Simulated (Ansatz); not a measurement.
Coupled-cluster diagnostics for the cluster Ga₅F, Ansatz.

Geometry of the singlet (PBE-D4/def2-SVP):

```xyz
6

Ga   -2.121   -0.016   -1.457
Ga   -0.535    0.246    0.979
Ga    0.278   -0.327   -1.631
Ga    1.788   -0.108    0.580
Ga   -2.962    0.509    0.888
F     3.552   -0.304    0.641
```

Correlated methods freeze 46 core orbitals; core or outer-core shells of Ga are correlated, in sets that lack core-valence functions. Another isomer (singlet) lies 0.19 eV lower at PBE0-D4/def2-TZVP; other spin states weren't run for this one.

**Question.** Estimate the CCSD(T) correlation energy, the shares of MP2 and (T), T1 and the reference's ⟨S²⟩ for: charge 0, singlet, own geometry in def2-SVP; and the rough time on 4 threads of Arm Neoverse V2 on a shared host.

**Answer.** 
```
                          state     basis  correlation (eV)  MP2 share (%)  (T) share (%)     T1  ⟨S²⟩ (pure)  wall time                            remarks
charge 0, singlet, own geometry  def2-SVP           -34.326          100.3            5.2  0.021  0.00 (0.00)    2.2 min  large T1, restricted SCF unstable
```
Customary marks for T1 are 0.02 (closed shells), 0.045 (open shells) and about 0.05 (3d metals). T1 exceeds 0.02 in 1 of 1 rows and 0.045 in 0; the higher it lies, the less the single-reference result can be trusted.
